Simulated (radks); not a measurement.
Ce3+, 55 electrons, occupied as [Xe] 4f1 (the NIST ground configuration). Method: Dirac Kohn-Sham, PBE, spin-unpolarised, spherical densities, finite nucleus; open shells are shared between the two j in proportion to 2j + 1; Fermi nuclear charge, rms radius 4.8771 fm; computed with a radial shooting solver on a logarithmic mesh with Libxc functionals.

Spin-orbit splittings of the eigenvalues, e(l+1/2) - e(l-1/2), with zeta = 2 splitting/(2l+1) and mean radii in bohr:

shell  occ.  splitting (eV)  zeta (eV)  <r> j=l-1/2  <r> j=l+1/2
2p        6           446.6      297.7      0.08795      0.09415
3p        6           87.77      58.51       0.2681       0.2802
3d       10           18.85      7.539       0.2513       0.2551
4p        6           18.85      12.57       0.6560       0.6832
4d       10           3.304      1.322       0.7385       0.7482
4f        1               ?          ?        1.055        1.065
5p        6           2.883      1.922        1.667        1.738

Estimate the 4f splitting.

Answer. 0.3426 eV (zeta = 0.09789 eV).
